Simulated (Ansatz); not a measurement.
CoO₄F₂H₈⁺, that is trans-CoF2(H2O)4 with one electron fewer. The state is a quintet with charge 1. Geometry r2SCAN-D4/def2-SVP, that of the neutral quartet; atoms count from 1.

```
atom    x (Å)    y (Å)    z (Å)
 Co1   0.0004   0.0012  -0.0012
  F2   1.6835   1.0066   0.1973
  F3  -1.6842  -1.0022  -0.1988
  O4  -0.4634   1.8551   1.0470
  H5  -0.8626   2.5344   0.4861
  H6   0.5228   1.9226   0.8896
  O7   0.4619  -1.8570  -1.0438
  H8  -0.5250  -1.9209  -0.8884
  H9   0.8568  -2.5340  -0.4770
 O10  -0.3850  -0.8882   1.9157
 H11  -1.2151  -1.1348   1.4293
 H12  -0.6356  -0.1312   2.4670
 O13   0.3880   0.8856  -1.9198
 H14   0.6404   0.1280  -2.4694
 H15   1.2172   1.1351  -1.4336
```

(1) Estimate the Mulliken populations from the PBE0/def2-TZVP orbitals of Ansatz.

(2) Where does the spin sit?

(3) And the Mayer bond orders between heavy atoms (over 0.3)?

Results:

(1) 
| atom | charge (e) | spin (α − β) | d electrons |
| --- | --- | --- | --- |
| Co1 | 0.77 | 3.20 | 7.08 |
| F2 | -0.46 | 0.19 | – |
| F3 | -0.46 | 0.19 | – |
| O4 | -0.52 | 0.10 | – |
| H5 | 0.40 | 0.00 | – |
| H6 | 0.39 | 0.00 | – |
| O7 | -0.52 | 0.10 | – |
| H8 | 0.39 | 0.00 | – |
| H9 | 0.40 | 0.00 | – |
| O10 | -0.48 | 0.11 | – |
| H11 | 0.39 | 0.00 | – |
| H12 | 0.40 | 0.00 | – |
| O13 | -0.48 | 0.11 | – |
| H14 | 0.40 | 0.00 | – |
| H15 | 0.39 | 0.00 | – |
Mulliken values depend strongly on the basis.

(2) Summed by element: Co 3.20, F 0.39, O 0.43, H -0.01, of 4 unpaired in all. Largest on single atoms: Co1 3.20, F2 0.19, F3 0.19.

(3) Co1–F2 0.70 (1.97 Å); Co1–F3 0.70 (1.97 Å); Co1–O4 0.46 (2.18 Å); Co1–O7 0.46 (2.18 Å); Co1–O10 0.48 (2.15 Å); Co1–O13 0.48 (2.15 Å).
